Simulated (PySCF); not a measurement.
Gas-phase reaction: HfF4 + 2 I2 → HfI4 + 2 F2

Energies from PySCF, thermal terms from the rigid-rotor harmonic-oscillator model, ideal gas at 1 bar. † marks an energy on the PBE0/def2-TZVP geometry and frequencies. MP2 freezes the core. All species are closed-shell singlets. Hf, I: scalar-relativistic def2 core potential, no spin-orbit coupling. MP2 isn't extrapolated to the basis-set limit.

MP2/def2-SVP† gives ΔH°(298 K) = 1201 kJ.

Q: What do MP2/def2-TZVPP†, PBE0/def2-SVP†, BLYP/def2-TZVP† give?

A: MP2/def2-TZVPP†: 1162 kJ; PBE0/def2-SVP†: 1198 kJ; BLYP/def2-TZVP†: 1206 kJ. For scale, ΔH°(298 K) is 1201 kJ at this level, 1197 kJ at ωB97M-V/def2-TZVP†, and runs from 1161 to 1274 kJ over the 16 levels computed.
